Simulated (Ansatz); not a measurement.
`N[SiH2]I` + `[AlH2][SH]` → `N[SiH2][S][AlH2]` + HI at 600 K and 1 bar (ligand exchange at the Si–I bond).

Isolated molecules relaxed with PBE0-D4/def2-TZVP in Ansatz; ΔE leaves out vibrations. CCSD(T)/CBS is the MP2 limit (def2-TZVPP, def2-QZVPP) plus CCSD(T) − MP2 in def2-TZVPP, frozen cores. This one scheme is used for every species. def2 core potentials past Kr. For I outer-core shells are correlated without core-valence functions, which leaves a few kJ/mol of doubt a bond. Each species was taken in one conformer, which may not be the lowest.

| species | CCSD(T)/CBS energy (Eh) | H − E (kJ/mol) | S (J/(mol·K)) |
| --- | --- | --- | --- |
| `N[SiH2]I` | -643.69654 | 160.5 | 379.4 |
| `[AlH2][SH]` | -641.61836 | 94.5 | 317.9 |
| `N[SiH2][S][AlH2]` | -987.26936 | 222.8 | 459.4 |
| HI | -298.03592 | 31.6 | 227.0 |

H − E and S are ideal-gas, rigid-rotor, harmonic terms from PBE0-D4/def2-TZVP, for one conformer and one mirror image of each species. 1 Eh = 2625.50 kJ/mol, R = 8.31446 J/(mol·K).

Question: By hand: ΔE, ΔH, ΔS and ΔG.

Answer: ΔE = (-987.26936) + (-298.03592) − (-643.69654) − (-641.61836) = 0.00962 Eh = 25.3 kJ/mol. Δ(H − E) = 222.8 + 31.6 − 160.5 − 94.5 = -0.6, so ΔH = 24.7 kJ/mol. ΔS = 459.4 + 227.0 − 379.4 − 317.9 = -10.9 J/(mol·K). ΔG = 24.7 − 600 × (-10.9)/1000 = 31.2 kJ/mol.

Question: By hand: the equilibrium constant, and the temperature at which ΔG would vanish if ΔH and ΔS stayed fixed.

Answer: log₁₀ K = −ΔG/(RT ln 10) = -2.7. ΔH and −TΔS have one sign here, so there is no such temperature.

The number of gas molecules stays the same, so ΔS is small and ΔH decides. A doubt of 5 kJ/mol in ΔE shifts log₁₀ K by 0.4 here. Other conformers and mirror images would add mixing entropy, several J/(mol·K) or more a flexible species. Modes under 60 cm⁻¹, often nearly free rotors, make the harmonic entropy too high. These are equilibria of isolated gas molecules and say nothing of rates. Largest T1 diagnostic: 0.011 (customary marks: 0.02 for closed shells, 0.045 for open ones).

ΔS is within the doubt of such terms, so its sign, and with it that verdict, could turn.
